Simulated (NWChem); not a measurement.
System: Si$_{2}$NH$_{6}$F; SMILES N[SiH2][SiH2]F

Input file for NWChem:

```
start job
memory heap 200 mb stack 900 mb global 1100 mb
geometry units angstroms noautosym nocenter noautoz
  Si    -0.430494     1.194607    -0.203900
  F      0.963057     1.809474     0.438421
  Si    -0.470057    -1.119588     0.278387
  N      0.914901    -2.018587    -0.317388
  H     -0.386566     1.444194    -1.692080
  H     -1.589095     1.973854     0.367754
  H     -1.715954    -1.703796    -0.338779
  H     -0.516845    -1.296898     1.773145
  H      1.039288    -2.056956    -1.333948
  H      1.816236    -1.798034     0.118192
end
basis spherical
  * library def2-svp
end
dft
  xc xcamb88 1.00 lyp 0.81 vwn_5 0.19 hfexch 1.00
  cam 0.33 cam_alpha 0.19 cam_beta 0.46
  iterations 150
end
property
  efieldgrad
end
task dft property
```

The geometry was optimised at PBE-D3(BJ)/def2-SVP.

Vzz is the largest principal value of the second derivative of the potential at the nucleus (NWChem prints the opposite sign); η is the asymmetry. Non-relativistic.

Atoms are numbered as in the input.

### Question
Predict the main results of this run. (CAM-B3LYP/def2-SVP.) Quantities: Vzz N4 (a.u.); η N4.

### Answer
Vzz N4 (a.u.): -0.917
η N4: 0.29
